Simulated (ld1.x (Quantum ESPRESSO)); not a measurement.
**An all-electron radial function and its pseudo partner (O)**

Columns: radius, all-electron u(r) and pseudo u(r) of the 2p shell (level -43.37 eV) of oxygen in the configuration [He] 2s2 2p2; PW91, non-relativistic, ultrasoft scheme, ld1.x (Quantum ESPRESSO) 7.5.

```json
{"r (bohr)": "0.088", "all-electron": "0.1014", "pseudo": "0.0133"}
{"r (bohr)": "0.175", "all-electron": "0.2935", "pseudo": "0.0515"}
{"r (bohr)": "0.262", "all-electron": "0.4905", "pseudo": "0.1118"}
{"r (bohr)": "0.350", "all-electron": "0.6603", "pseudo": "0.1907"}
{"r (bohr)": "0.438", "all-electron": "0.7901", "pseudo": "0.2815"}
{"r (bohr)": "0.525", "all-electron": "0.8798", "pseudo": "0.3767"}
{"r (bohr)": "0.612", "all-electron": "0.9345", "pseudo": "0.4705"}
{"r (bohr)": "0.700", "all-electron": "0.9590", "pseudo": "0.5577"}
{"r (bohr)": "0.788", "all-electron": "0.9586", "pseudo": "0.6316"}
{"r (bohr)": "0.875", "all-electron": "0.9392", "pseudo": "0.6877"}
{"r (bohr)": "0.962", "all-electron": "0.9061", "pseudo": "0.7245"}
{"r (bohr)": "1.050", "all-electron": "0.8627", "pseudo": "0.7413"}
{"r (bohr)": "1.138", "all-electron": "0.8130", "pseudo": "0.7387"}
{"r (bohr)": "1.225", "all-electron": "0.7601", "pseudo": "0.7192"}
{"r (bohr)": "1.312", "all-electron": "0.7056", "pseudo": "0.6863"}
{"r (bohr)": "1.400", "all-electron": "0.6505", "pseudo": "0.6433"}
{"r (bohr)": "1.487", "all-electron": "0.5970", "pseudo": "0.5953"}
{"r (bohr)": "1.575", "all-electron": "0.5449", "pseudo": "0.5449"}
{"r (bohr)": "1.662", "all-electron": "0.4960", "pseudo": "0.4961"}
{"r (bohr)": "1.750", "all-electron": "0.4494", "pseudo": "0.4494"}
{"r (bohr)": "1.838", "all-electron": "0.4060", "pseudo": "0.4060"}
{"r (bohr)": "1.925", "all-electron": "0.3663", "pseudo": "0.3663"}
{"r (bohr)": "2.012", "all-electron": "0.3299", "pseudo": "0.3299"}
{"r (bohr)": "2.100", "all-electron": "0.2961", "pseudo": "0.2961"}
{"r (bohr)": "2.188", "all-electron": "0.2654", "pseudo": "0.2654"}
{"r (bohr)": "2.275", "all-electron": "0.2378", "pseudo": "0.2378"}
```

**Question.** How many radial nodes do the two functions have?

**Answer.** The all-electron 2p function has n − l − 1 = 0; the pseudo-wave has 0.

**Question.** At about which radius was the pseudo-wave matched?

**Answer.** 1.75 bohr. The columns agree to 0.0005 from 1.57 bohr on; several derivatives are matched, so the curves merge somewhat inside the radius.

**Question.** Is the pseudo-wave norm-conserving?

**Answer.** No, it belongs to an ultrasoft set: the norm inside the radius is not constrained, and the difference is carried by the augmentation charge.
